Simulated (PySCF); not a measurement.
GeH₄O₄. Atoms are numbered in the order given.

```xyz
9

O     -0.2458     1.4708    -0.9269
Ge     0.0000     0.0000     0.0000
O      0.2458    -1.4708    -0.9269
O     -1.4708    -0.2458     0.9269
O      1.4708     0.2458     0.9269
H     -1.1748     1.6008    -1.1491
H      1.1748    -1.6008    -1.1491
H     -1.6008    -1.1748     1.1491
H      1.6008     1.1748     1.1491
```

Geometry: PBE0-D3(BJ)/def2-SVP. The isomer is the one that the SMILES or the coordinates give; other isomers of the formula were not compared. Other conformers were not sampled.

Method: PBE0/pcSseg-1 run with PySCF.

GIAO shieldings, no solvent; atoms alike by connectivity are averaged. δ = σ(ref) − σ: ¹⁷O against H2O (σ = 334.2 ppm); ⁷³Ge against GeH4 (σ = 1658.3 ppm); ¹H against TMS (σ = 31.56 ppm), references at their B3LYP-D3(BJ)/def2-TZVP geometries, non-relativistic.

```
atoms           nucleus  count     δ (ppm)
--------------  -------  -----  ----------
O1, O3, O4, O5      ¹⁷O      4  (withheld)
Ge2                ⁷³Ge      1       328.6
H6, H7, H8, H9       ¹H      4        1.81
```

Task: Some entries are withheld; supply them. (The exact figures need the calculation; the answer reports its results.)

Result: 
- O1, O3, O4, O5, δ (ppm): 45.4
